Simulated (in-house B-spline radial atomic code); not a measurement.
## RPA and G0W0 on SCAN: Ag⁺

Configuration [Kr] 4d10, mean-field start SCAN. Computed with an all-electron radial atomic-structure program (B-spline basis): all electrons, non-relativistic, point nucleus, each spin shell either full or empty, empty states to l = 9 with an (l + 1/2)⁻⁴ tail; G0W0 by contour deformation at full frequency.

Without relativity these are model numbers: it shifts the levels of so heavy an element strongly and can reorder them.

Command:
```bash
python run_gw.py task.json out
```
Settings (radii: box in bohr, nucleus in fm):
```
Z                        47
electrons                46
configuration            [Kr] 4d10
hamiltonian              nr
method                   scan,scan
lmax                     9
spin_polarised           False
box_radius               23.78
intervals                55
```

Time taken, with all properties: 1.5 s on 1 thread of Intel(R) Xeon(R) 6975P-C, with other jobs on the host.

Energies (hartree):

```csv
term,value
mean-field total,-5200.18350
Hartree-Fock functional on these orbitals,-5197.46298
direct second order,-4.0151
second-order exchange,1.1052
SOSEX correction,1.0205
```

Q: What is the RPA correlation energy, and what remains with SOSEX?

A: RPA gives -3.4841 hartree (-2.06 eV per electron); RPA + SOSEX gives -2.4635, and the second-order doubles -2.91 hartree (no singles). SOSEX takes back 29 % of the RPA value.

Quasi-particle levels (eV):

```
level  occupied  mean field  Σx - vxc     Σc  QP weight    G0W0
   4d       yes     -16.046     -6.74      ?          ?       ?
   5s        no     -10.046      4.73  -1.80      0.950  -7.117
```

G0W0 = mean field + (Σx - vxc) + Σc, with Σc (partial-wave tail included) taken at the quasi-particle energy. Only the outer levels were computed. Levels of low weight are left out.

Q: Where does G0W0 put 4d?

A: At -21.695 eV, with Σc = 1.10 eV and a quasi-particle weight of 0.755. The tabulated removal energy is 21.484 eV (NIST, measured); the calculation leaves out relativity, Breit and QED terms, and what these don't explain is the method's own error.
